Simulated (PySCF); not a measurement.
**Spinor energies of V²¹⁺ (vanadium, charge +21)**

Start: 1s2. Calculated with PySCF 2.14 in an uncontracted even-tempered set (17 s from 2.3 bohr⁻², ratio 2.6; 11 p from 2.9 bohr⁻², ratio 2.6; 6 d from 3 bohr⁻², ratio 2.8; 3 f from 140 bohr⁻², ratio 2.8): generalised Hartree-Fock with the X2C-1e Hamiltonian and a Gaussian nucleus; spin-orbit coupling (SO) screened by Boettger's factors.

| spinor shell | electrons | ε, screened SO (eV) | weight of nominal j (screened SO) | rms radius, screened SO (bohr) |
| --- | --- | --- | --- | --- |
| 1s1/2 | 2 | -6856.1 | 1.000 | 0.0758 |

| quantity | screened SO |
| --- | --- |
| E (hartree) | -518.28444 |
| M_J | 0 |
| ⟨J²⟩ | 0.000 |
| ⟨L²⟩ | 0.000 |
| ⟨S²⟩ | 0.000 |
